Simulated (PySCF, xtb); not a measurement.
CH7F2NSi2, SMILES F[SiH](N[SiH2]C)F. One conformer was computed; it need not be the lowest.

Harmonic wavenumbers (cm⁻¹) from GFN2-xTB in xtb 6.7.1 at its own minimum, in rising order: 24, 51, 98, 132, 169, 202, 232, 283, 305, 473, 585, 641, 656, 692, 728, 762, 790, 819, 824, 861, 887, 1012, 1194, 1375, 1486, 1494, 2207, 2244, 2448, 3034, 3035, 3058, 3483.

Question: What does PBE-D3(BJ)/def2-SVP (PySCF) give at its own minimum? (An estimate is asked for; the answer gives what the named calculation found.)

Answer: 20, 34, 145, 186, 195, 216, 270, 361, 428, 473, 619, 677, 734, 763, 792, 823, 853, 862, 901, 911, 931, 953, 1160, 1218, 1380, 1382, 2151, 2176, 2269, 2974, 3073, 3081, 3489. Paired by order, the mean absolute difference is 58 cm⁻¹ and the zero-point energies are 51.9 and 52.2 kcal/mol.
